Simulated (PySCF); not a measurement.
Structure with atom numbers: `[CH:1]#[C:2][Si:3]([NH2:4])([C:5]#[N:6])[C:7]#[N:8]` (H(Xn): hydrogen on atom n).

- shieldings: GIAO PBE0/pcSseg-1
- GFN2-xTB geometry
- code: PySCF
- relativity neglected, averaged over atoms made equivalent by symmetry, fast rotation or ring inversion, single conformer, gas phase

References, each an isolated molecule treated in the same way: TMS for ¹³C (σ = 186.93 ppm), ¹H (σ = 31.72 ppm), ²⁹Si (σ = 349.16 ppm); ¹⁵N (σ = 267.73 ppm) vs NH3.

| atoms | nucleus | count | δ (ppm) |
| --- | --- | --- | --- |
| C5/C7 | ¹³C | 2 | ? |
| C1 | ¹³C | 1 | 104.9 |
| N6/N8 | ¹⁵N | 2 | 360.5 |
| C2 | ¹³C | 1 | 85.6 |
| H(C1) | ¹H | 1 | ? |
| N4 | ¹⁵N | 1 | 26.2 |
| Si3 | ²⁹Si | 1 | -92.1 |
| H(N4) | ¹H | 2 | 1.35 |

Complete the table.

## Answers


- C5/C7: 121.2 ppm, nitrile carbon; C≡N carbons fall here, among the sp2 signals but without a proton
- H(C1): 2.23 ppm, hydrogen on a terminal alkyne carbon; it lies on the axis of the triple bond, in its shielding cone

The OH or NH signal is concentration- and solvent-dependent in practice; the value given is the gas-phase one. Shifts are as computed. Against solution values, carbons near 30 ppm lie about +3 ppm off and those near 130 ppm about +5 ppm. Of 1309 compounds with measured shifts, 239 miss one by over three times the rms of a fit or turn the order of signals round; such compounds aren't used in these exercises. Experimental scales use liquid or dissolved standards, which lie at an offset from isolated NH3 (liquid NH3: subtract about 20 ppm). Unscaled 15N shifts of sp2 nitrogen come out 20 to 40 ppm too high even then.
